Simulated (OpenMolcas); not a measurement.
# What dynamic correlation does to the levels of Cl I

```yaml
Program: OpenMolcas
Basis: ANO-RCC [8s7p5d4f2g]
Scalar_Hamiltonian: DKH2, point nucleus
Active_space: 7 electrons in 9 orbitals (RAS2 3s 3p; RAS3 3d, at most 2 electrons)
State_averaging: 2S+1 = 2 odd, 3 roots; 2S+1 = 2 even, 1 root
Spin-orbit_coupling: state interaction with AMFI integrals over the reference wave functions, term energies averaged over their components
```

Methods on the same reference wave functions:
A. RASSCF
B. SS-RASPT2, IPEA 0.25 Eh, imaginary shift 0.1 Eh (closed shells correlated: 2s 2p)

Energies in cm⁻¹ above 3s² 3p⁵ ²P°_3/2, the measured ground level; measured values from NIST Handbook of Basic Atomic Spectroscopic Data.

```
          Level      A      B  Measured
3s² 3p⁵ ²P°_3/2    0.0    0.0       0.0
3s² 3p⁵ ²P°_1/2    782    782       882
  3s 3p⁶ ²S_1/2  91624  90301     85679
```

Deviations, from unrounded energies. A percentage is the sum of absolute deviations over the sum of measured energies, with the sign that they share, or ± where signs differ.

```csv
Against measurement,Levels,A,B
mean absolute deviation (cm-1),2,3000,2400
fine structure of the ground term (%),1,-11.4,-11.4
other configurations (%),1,+6.9,+5.4
```

B lies closest to measurement on these levels. The largest miss of B in the table is 3s 3p⁶ ²S_1/2, by +4600 cm-1. The ranking rests on the paired levels alone, and a cruder setting can come out closer through cancelling errors.

The lowest spin-free term lies below A's lowest term by 0.262 hartree in B.

Configurations are named by rounded mean occupations; where the s occupation lies near a half they are strongly mixed, a name can repeat and a true partner stay unpaired. Some terms take much of their weight from 3d, a shell meant for correlation, so their names are nominal. Some terms mix strongly with configurations of 3d, whose occupation reaches 0.38 (3s 3p⁶ ²S). Without dynamic correlation excited terms often stand tens of per cent too high (terms of higher spin than the ground term too low), and those without a measured partner can miss by more than the paired ones (holds for A). Measured partners are found by configuration, term and J. A level has none where our copy of the source lacks it or the pairing is in doubt (some pairs that miss far off the trend of their configuration count as doubtful), and it then counts in no deviation. Only configurations of the active space appear.

° marks odd parity.
